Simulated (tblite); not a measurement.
Record of a relaxation.

Species: C4H16BNSi.
Bonds: C1–C2, C2–C3, C3–N4, N4–B5, B5–C6, C6–Si7. Hydrogens: H8, H9, H10 on C1; H11, H12 on C2; H13, H14 on C3; H15, H16 on N4; H17, H18 on B5; H19, H20 on C6; H21, H22, H23 on Si7.

Computed with GFN2-xTB (tblite), gas phase: L-BFGS steps from a force-field or distance-geometry start until the largest atomic force falls under 0.01 eV/Å. 8 of its 190 geometries are shown.

Step 0: E = -614.1315 eV, largest atomic force 2.851 eV/Å
```
atom  x, y, z in Å  |  force x, y, z in eV/Å
C1     -2.760   -0.032    0.976   -1.451  -1.126   0.239
C2     -2.483    0.808   -0.263   -0.627  -0.162   0.203
C3     -1.202    0.276   -0.870   -1.890  -0.286  -1.215
N4     -0.070    0.353   -0.022    0.936   2.258   1.467
B5      0.792   -0.888   -0.303    0.559  -1.774  -0.609
C6      2.255   -0.481   -0.775    0.962   0.335   0.138
Si7     3.244    0.065    0.712    0.810   0.288   0.116
H8     -2.589   -1.101    0.713    0.017   0.644   0.200
H9     -3.855   -0.010    1.261    1.238   0.340  -0.061
H10    -2.138    0.186    1.841   -0.227   0.202  -0.064
H11    -3.312    0.617   -0.967    0.354   0.294   0.152
H12    -2.446    1.884   -0.042    0.028  -0.274  -0.013
H13    -1.009    0.790   -1.815    0.162  -0.055  -0.055
H14    -1.362   -0.813   -1.117   -0.123   1.142   0.204
H15    -0.287    0.465    1.005   -0.004  -0.372  -1.383
H16     0.490    1.204   -0.253   -0.414  -0.747   0.239
H17     0.788   -1.565    0.658    0.014  -0.334   0.446
H18     0.286   -1.466   -1.210    0.013  -0.455  -0.190
H19     2.260    0.362   -1.489   -0.038  -0.538  -0.154
H20     2.799   -1.340   -1.211   -0.440   0.508  -0.090
H21     2.840   -0.597    1.963    0.118   0.187  -0.078
H22     4.651   -0.237    0.386    0.004   0.130   0.310
H23     3.102    1.546    0.833   -0.002  -0.203   0.198
```

Step 27: E = -614.8917 eV, largest atomic force 0.096 eV/Å
```
atom  x, y, z in Å  |  force x, y, z in eV/Å
C1     -2.869   -0.022    1.030    0.015   0.023  -0.044
C2     -2.559    0.825   -0.205    0.041   0.027  -0.046
C3     -1.340    0.312   -0.976   -0.029  -0.009  -0.015
N4     -0.115    0.252   -0.164   -0.088   0.038  -0.010
B5      0.876   -1.070   -0.383    0.015   0.014  -0.001
C6      2.372   -0.504   -0.710    0.030   0.003   0.031
Si7     3.398    0.144    0.736   -0.010   0.034   0.055
H8     -2.745   -1.078    0.807    0.015  -0.036  -0.031
H9     -3.896    0.134    1.346   -0.025   0.056   0.030
H10    -2.226    0.230    1.871    0.017  -0.003  -0.004
H11    -3.414    0.790   -0.883    0.032   0.007   0.002
H12    -2.414    1.869    0.082    0.007  -0.008   0.034
H13    -1.158    0.935   -1.854   -0.015   0.001   0.028
H14    -1.550   -0.697   -1.334    0.000  -0.065   0.051
H15    -0.375    0.225    0.816    0.054  -0.032   0.019
H16     0.461    1.075   -0.311    0.016  -0.031   0.035
H17     0.823   -1.686    0.638   -0.018  -0.015   0.020
H18     0.423   -1.687   -1.295   -0.037   0.019  -0.087
H19     2.337    0.264   -1.492   -0.017  -0.078  -0.043
H20     2.932   -1.334   -1.146    0.016   0.010  -0.044
H21     3.030   -0.501    2.002    0.026   0.038  -0.008
H22     4.841   -0.047    0.529   -0.028   0.040   0.007
H23     3.165    1.598    0.906   -0.015  -0.032   0.020
```

Step 54: E = -615.0109 eV, largest atomic force 0.141 eV/Å
```
atom  x, y, z in Å  |  force x, y, z in eV/Å
C1     -2.937    0.136    1.068    0.008   0.040   0.005
C2     -2.403    0.932   -0.117    0.024   0.012  -0.074
C3     -1.333    0.136   -0.865   -0.008   0.043   0.008
N4     -0.072    0.021   -0.128   -0.051  -0.007  -0.061
B5      0.930   -1.187   -0.666    0.012   0.019  -0.004
C6      2.465   -0.626   -0.678    0.067   0.016  -0.006
Si7     3.196    0.357    0.754   -0.032   0.012   0.043
H8     -3.292   -0.837    0.726   -0.017   0.098   0.095
H9     -3.759    0.667    1.542    0.014  -0.054   0.021
H10    -2.158   -0.021    1.812   -0.068  -0.027   0.052
H11    -3.227    1.138   -0.805    0.046   0.009   0.008
H12    -2.003    1.896    0.217   -0.005  -0.083  -0.017
H13    -1.117    0.588   -1.835   -0.008  -0.028   0.021
H14    -1.714   -0.875   -1.038    0.096   0.037  -0.027
H15    -0.270   -0.171    0.851    0.109   0.022  -0.087
H16     0.468    0.882   -0.183   -0.081  -0.031   0.041
H17     0.751   -2.106    0.075    0.035   0.021   0.024
H18     0.579   -1.423   -1.780   -0.069  -0.064  -0.031
H19     2.612   -0.014   -1.576    0.008  -0.020  -0.030
H20     3.108   -1.498   -0.824    0.021   0.023  -0.035
H21     3.106   -0.346    2.040   -0.024   0.042  -0.014
H22     4.600    0.732    0.521   -0.057  -0.040   0.017
H23     2.467    1.646    0.899   -0.019  -0.037   0.049
```

Step 81: E = -615.0551 eV, largest atomic force 0.071 eV/Å
```
atom  x, y, z in Å  |  force x, y, z in eV/Å
C1     -2.904    0.231    1.125    0.009   0.049  -0.018
C2     -2.318    0.932   -0.098   -0.021   0.008  -0.009
C3     -1.344    0.031   -0.858    0.018  -0.007   0.006
N4     -0.035   -0.055   -0.214    0.027   0.001   0.011
B5      0.990   -1.232   -0.753    0.063  -0.003  -0.033
C6      2.485   -0.563   -0.750   -0.027   0.018   0.001
Si7     3.035    0.359    0.801   -0.037   0.038   0.005
H8     -3.410   -0.682    0.820   -0.001   0.005   0.034
H9     -3.626    0.872    1.624    0.013   0.004  -0.009
H10    -2.131   -0.027    1.846    0.012  -0.008  -0.003
H11    -3.131    1.212   -0.770   -0.038  -0.016  -0.005
H12    -1.814    1.855    0.201    0.005  -0.034   0.005
H13    -1.187    0.397   -1.873   -0.012   0.012  -0.023
H14    -1.750   -0.979   -0.926   -0.013  -0.030  -0.002
H15    -0.139   -0.228    0.780   -0.028   0.009   0.038
H16     0.474    0.817   -0.318   -0.036   0.047  -0.006
H17     0.882   -2.137    0.017   -0.012  -0.028   0.005
H18     0.630   -1.519   -1.853   -0.010   0.007  -0.020
H19     2.584    0.118   -1.605    0.024  -0.022   0.026
H20     3.210   -1.359   -0.934   -0.007   0.029  -0.013
H21     2.839   -0.429    2.022    0.021  -0.009   0.017
H22     4.425    0.815    0.725    0.051  -0.019   0.019
H23     2.231    1.600    1.000    0.000  -0.052  -0.026
```

Step 108: E = -615.0894 eV, largest atomic force 0.083 eV/Å
```
atom  x, y, z in Å  |  force x, y, z in eV/Å
C1     -2.794    0.385    1.211   -0.016   0.048   0.000
C2     -2.366    0.839   -0.182   -0.019   0.005   0.038
C3     -1.409   -0.154   -0.839    0.031   0.000  -0.014
N4     -0.051   -0.060   -0.305    0.016  -0.023  -0.018
B5      1.040   -1.149   -0.904    0.028   0.040  -0.018
C6      2.510   -0.446   -0.746   -0.029   0.031   0.014
Si7     2.973    0.265    0.940    0.007  -0.001  -0.018
H8     -3.449   -0.480    1.142    0.049  -0.009   0.001
H9     -3.335    1.177    1.726    0.012  -0.015  -0.034
H10    -1.932    0.116    1.819   -0.023   0.023   0.021
H11    -3.249    0.950   -0.814    0.009   0.008   0.043
H12    -1.877    1.817   -0.127   -0.043  -0.026   0.020
H13    -1.356    0.031   -1.913    0.037  -0.023  -0.021
H14    -1.757   -1.179   -0.691    0.004   0.022  -0.007
H15    -0.055   -0.196    0.702    0.013  -0.019  -0.004
H16     0.338    0.865   -0.474   -0.021  -0.030  -0.075
H17     0.911   -2.134   -0.244   -0.006  -0.015   0.020
H18     0.749   -1.325   -2.048   -0.025   0.036   0.009
H19     2.615    0.364   -1.479    0.005  -0.053  -0.015
H20     3.265   -1.184   -1.030   -0.021   0.041   0.039
H21     2.641   -0.628    2.058    0.032  -0.016  -0.012
H22     4.388    0.648    1.019   -0.025  -0.030   0.031
H23     2.195    1.505    1.191   -0.016   0.005  -0.001
```

Step 135: E = -615.1291 eV, largest atomic force 0.068 eV/Å
```
atom  x, y, z in Å  |  force x, y, z in eV/Å
C1     -2.605    0.585    1.291    0.011  -0.044   0.024
C2     -2.453    0.662   -0.224    0.008  -0.008   0.019
C3     -1.438   -0.336   -0.778   -0.002   0.006   0.000
N4     -0.058    0.049   -0.493   -0.002   0.005   0.031
B5      1.075   -0.966   -1.099    0.006  -0.061  -0.029
C6      2.524   -0.315   -0.718    0.026   0.015  -0.005
Si7     2.863    0.054    1.102   -0.002  -0.021  -0.023
H8     -3.015   -0.379    1.585    0.026   0.006  -0.014
H9     -3.285    1.361    1.631   -0.015   0.006   0.041
H10    -1.655    0.721    1.806   -0.007   0.027  -0.048
H11    -3.422    0.464   -0.683   -0.036   0.011  -0.021
H12    -2.153    1.674   -0.509   -0.008   0.004  -0.028
H13    -1.537   -0.424   -1.861   -0.005   0.037  -0.014
H14    -1.599   -1.329   -0.354   -0.021   0.010   0.019
H15     0.102    0.075    0.510    0.019   0.028  -0.021
H16     0.136    0.976   -0.867    0.007  -0.054   0.023
H17     0.876   -2.018   -0.570    0.028  -0.012   0.008
H18     0.880   -1.004   -2.278    0.011   0.016   0.004
H19     2.683    0.608   -1.285    0.016   0.028  -0.041
H20     3.302   -0.997   -1.070   -0.034  -0.001   0.016
H21     2.330   -0.999    1.977    0.042   0.006   0.029
H22     4.285    0.270    1.395   -0.031  -0.030   0.016
H23     2.161    1.298    1.501   -0.037   0.025   0.013
```

Step 162: E = -615.1442 eV, largest atomic force 0.033 eV/Å
```
atom  x, y, z in Å  |  force x, y, z in eV/Å
C1     -2.509    0.613    1.299   -0.001  -0.008  -0.016
C2     -2.467    0.668   -0.225    0.001  -0.008  -0.002
C3     -1.454   -0.308   -0.823    0.007   0.017   0.009
N4     -0.072    0.030   -0.490    0.002   0.017  -0.001
B5      1.062   -0.980   -1.109    0.009  -0.008  -0.006
C6      2.513   -0.347   -0.703    0.028   0.009   0.015
Si7     2.810    0.055    1.117    0.011  -0.017  -0.004
H8     -2.681   -0.408    1.633    0.003   0.010   0.019
H9     -3.318    1.235    1.675    0.004  -0.001   0.001
H10    -1.582    0.973    1.743    0.003  -0.010  -0.017
H11    -3.454    0.416   -0.617   -0.002   0.005   0.002
H12    -2.233    1.684   -0.553   -0.006   0.007   0.001
H13    -1.536   -0.321   -1.912   -0.012  -0.005   0.015
H14    -1.644   -1.320   -0.461    0.003   0.002  -0.008
H15     0.065    0.023    0.516   -0.002  -0.022  -0.001
H16     0.155    0.962   -0.825    0.003   0.006  -0.008
H17     0.863   -2.043   -0.604   -0.012  -0.006  -0.001
H18     0.880   -0.984   -2.290   -0.009  -0.015  -0.013
H19     2.721    0.552   -1.295   -0.021   0.015   0.015
H20     3.279   -1.063   -1.010   -0.001   0.001   0.016
H21     2.386   -1.032    2.011    0.009   0.008  -0.011
H22     4.209    0.385    1.411   -0.014  -0.002   0.006
H23     2.004    1.236    1.522   -0.005   0.004  -0.011
```

Step 189: E = -615.1466 eV, largest atomic force 0.010 eV/Å
```
atom  x, y, z in Å  |  force x, y, z in eV/Å
C1     -2.444    0.654    1.299   -0.001   0.000  -0.003
C2     -2.471    0.648   -0.226    0.004  -0.002  -0.003
C3     -1.463   -0.332   -0.826   -0.003  -0.006  -0.007
N4     -0.079    0.018   -0.521   -0.005   0.001   0.002
B5      1.071   -0.977   -1.136   -0.003   0.007   0.003
C6      2.503   -0.324   -0.691    0.006   0.001   0.007
Si7     2.764    0.030    1.145    0.003   0.000   0.001
H8     -2.596   -0.351    1.686    0.004   0.007   0.001
H9     -3.236    1.291    1.685    0.000  -0.001   0.004
H10    -1.499    1.035    1.683   -0.003  -0.003   0.002
H11    -3.469    0.365   -0.565    0.006  -0.001  -0.003
H12    -2.270    1.655   -0.602    0.000  -0.005   0.003
H13    -1.567   -0.365   -1.913   -0.003   0.003  -0.002
H14    -1.641   -1.340   -0.445    0.003   0.003   0.003
H15     0.072    0.015    0.483    0.002   0.001   0.001
H16     0.134    0.952   -0.863    0.001   0.002  -0.001
H17     0.873   -2.048   -0.646   -0.002   0.003   0.004
H18     0.909   -0.972   -2.319   -0.005  -0.002  -0.008
H19     2.692    0.600   -1.249   -0.004  -0.005   0.000
H20     3.293   -1.009   -1.008    0.001  -0.001  -0.001
H21     2.340   -1.083    2.003    0.004  -0.005  -0.003
H22     4.149    0.376    1.477   -0.005  -0.001   0.001
H23     1.929    1.190    1.559   -0.001   0.005   0.002
```

Q: Summarise the path.

A: The energy falls by 1.0151 eV from step 0 to step 189; nine tenths of that is first reached at step 75. It rises by more than 0.2 meV at step 128. The largest force goes from 2.851 to 0.010 eV/Å. Among the bonds N4–B5 changes most, from 1.537 to 1.640 Å; the atoms move by 0.945 Å rms after alignment.

What follows is the cost of the whole relaxation. Time: 2.5 s. Hardware: one thread, Arm Neoverse N1 (aarch64), shared host.
